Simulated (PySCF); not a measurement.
These compounds are isomers of formula C₄H₆FNSi.

A. SMILES [SiH2](C#N)/C=C/CF
B. `N#CC/C(F)=C/[SiH3]`
C. SMILES [SiH3]/C(C)=C(\F)C#N
D. `N#CC1(F)C[SiH2]C1`

Spectrum 1. 1H NMR (500 MHz, computed): δ 5.68 (m, 1H), 4.28 (d, 3H), 3.26 (m, 2H). 13C{1H} NMR (computed): δ 173.2 (C), 119.5 (C), 101.9 (CH), 24.1 (CH2).

Spectrum 2. 1H NMR (500 MHz, computed): δ 4.25 (s, 3H), 2.25 (s, 3H). 13C{1H} NMR (computed): δ 147.2 (C), 141.7 (C), 115.3 (C), 21.6 (CH3).

Spectrum 3. 1H NMR (500 MHz, computed): δ 6.48 (m, 1H), 6.48 (m, 1H), 5.36 (m, 2H), 4.69 (d, 2H). 13C{1H} NMR (computed): δ 158.0 (CH), 122.9 (C), 121.5 (CH), 87.5 (CH2).

Spectrum 4. 1H NMR (500 MHz, computed): δ 4.58 (m, 1H), 4.53 (m, 1H), 2.41 (m, 2H), 2.39 (m, 2H). 13C{1H} NMR (computed): δ 124.9 (C), 85.2 (C), 28.0 (CH2).

PySCF calculation with PBE0/pcSseg-1 with gauge-including orbitals and coordinates at the GFN2-xTB level; one computed conformer, non-relativistic, one averaged value for each set of equivalent atoms, no solvent.

Referencing at the same level of theory: TMS for 1H, 13C. Splittings of carbon signals by F and P are missing where no couplings were computed. Where no couplings were computed, multiplicities follow the n + 1 count of equivalent neighbours, and m marks all less simple cases (inequivalent or close neighbours, rings, F or P nearby). Shifts are as computed. Against solution values, carbons near 30 ppm lie about +3 ppm off and those near 130 ppm about +5 ppm. Of 1309 compounds with measured shifts, 239 miss one by over three times the rms of a fit or turn the order of signals round; such compounds aren't used in these exercises.

Match each spectrum to its structure.

## Answers

1–B, 2–C, 3–A, 4–D.

- Spectrum 1 (B): 4 13C signals; δC 119.5 is a nitrile carbon; δC 101.9 is an alkene CH.
- Spectrum 2 (C): 4 13C signals; δC 147.2 is a fully substituted alkene carbon; δC 141.7 is a fully substituted alkene carbon.
- Spectrum 3 (A): 4 13C signals; δC 158.0 is an alkene CH; δC 122.9 is a nitrile carbon.
- Spectrum 4 (D): 3 13C signals; δC 124.9 is a nitrile carbon; δC 85.2 is a fully substituted sp3 carbon bonded to F, α to a nitrile.
